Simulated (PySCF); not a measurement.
# TDDFT excited states: C6H5OP

C6H5OP.
Atom-mapped SMILES: `[CH:1]#[C:2][c:3]1[cH:4][o:5][c:6]([CH3:7])[p:8]1` (hydrogens: H9 on C1; H10 on C4; H11, H12, H13 on C7)

Theory: TDDFT CAM-B3LYP/def2-SVPD, vertical, gas phase, core orbitals frozen in the response in PySCF. Isolated species at its GFN2-xTB geometry, gas phase. GFN2-xTB frequencies show an imaginary mode (80i cm⁻¹), so this geometry is no minimum at that level.

| state | E (eV) | E (hartree) | f | \|μ\| (D) | main configurations (H = HOMO, L = LUMO) |
| --- | --- | --- | --- | --- | --- |
| S1 | 5.18 | 0.1905 | 0.094 | 2.19 | H→L (90%) |
| S2 | 5.36 | 0.1971 | 0.0079 | 0.62 | H→L+1 (60%), H-1→L (34%) |
| S3 | 5.68 | 0.2088 | 0.0004 | 0.14 | H-2→L+1 (73%), H-2→L (14%) |
| S4 | 5.72 | 0.2101 | 0.196 | 3.01 | H-1→L+1 (64%), H-1→L (11%), H→L+1 (8%) |
| S5 | 5.92 | 0.2175 | 0.0001 | 0.08 | H→L+2 (42%), H→L+3 (27%), H→L+4 (10%) |
| S6 | 6.03 | 0.2217 | 0.053 | 1.52 | H-3→L (27%), H-2→L (25%), H-1→L (11%) |
| S7 | 6.04 | 0.2220 | 0.161 | 2.65 | H-1→L (39%), H→L+1 (20%), H-1→L+1 (11%) |
| S8 | 6.11 | 0.2245 | 0.0012 | 0.23 | H-1→L+3 (16%), H-1→L+4 (12%), H-1→L+2 (12%) |

Triplets (Tamm–Dancoff): T1 3.12 eV, H→L (73%), H-1→L (16%); T2 3.80 eV, H→L+1 (59%), H-1→L+1 (27%); T3 4.83 eV, H-1→L (36%), H-1→L+1 (31%), H→L+1 (18%).

The lowest singlet lies at 5.18 eV (239 nm, ultraviolet) and is of moderate strength; its leading configuration is HOMO→LUMO (90%). The most intense listed level is S4 at 5.72 eV (217 nm, f = 0.196), 0.53 eV above S1. S6/S7 lie within about 0.01 eV of each other. Löwdin shares by element: HOMO carbon 55% or more, phosphorus 18% (atoms not listed hold the other 26%); LUMO phosphorus 38%, carbon 37% or more, oxygen 11%. Of the 8 states listed, 4 reach f = 0.01 and 2 stay under 0.0005. Weighted by f, the mean energy of these states is 5.75 eV. Orbital energies (eV): HOMO-3 -9.92, HOMO-2 -9.20, HOMO-1 -8.43, HOMO -7.89, LUMO 0.14, LUMO+1 0.45, LUMO+2 1.26. The window holds the lowest 8 singlets.

Hardware: one thread, Arm Neoverse V1 (aarch64) (shared host). Cost: 42 s, 0.94 GiB resident at most.
